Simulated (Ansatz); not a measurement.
The cluster Ti₂Se₄. Total charge 0; singlet. Geometry PBE0-D4/def2-SVP; atoms count from 1.

```xyz
6

Ti   -0.5782   -0.3982    0.9412
Ti    0.9002    0.1371   -0.7413
Se    1.5932    0.5442    1.5728
Se    0.4905   -2.2336   -0.2794
Se   -0.8314    1.9112   -0.1226
Se   -1.5743    0.0393   -1.3707
```

The restricted singlet is unstable towards broken spin symmetry at other levels; at PBE0-D4/def2-TZVP this wasn't settled. Another isomer (singlet) lies 0.37 eV lower at PBE0-D4/def2-TZVP; other spin states weren't run for this one.

Question: Estimate the Mulliken populations from the PBE0/def2-TZVP orbitals of Ansatz.

Answer: 
```
atom  charge (e)  d electrons
 Ti1        0.56         2.64
 Ti2        0.56         2.64
 Se3       -0.42            –
 Se4       -0.42            –
 Se5       -0.14            –
 Se6       -0.14            –
```
Mulliken values depend strongly on the basis.

Question: And the Mayer bond orders between heavy atoms (over 0.3)?

Answer: Ti1–Ti2 1.26 (2.30 Å); Ti1–Se3 1.04 (2.45 Å); Ti1–Se4 1.04 (2.45 Å); Ti1–Se5 0.67 (2.56 Å); Ti1–Se6 0.67 (2.56 Å); Ti2–Se3 1.04 (2.45 Å); Ti2–Se4 1.04 (2.45 Å); Ti2–Se5 0.67 (2.56 Å); Ti2–Se6 0.67 (2.56 Å); Se5–Se6 0.97 (2.37 Å).
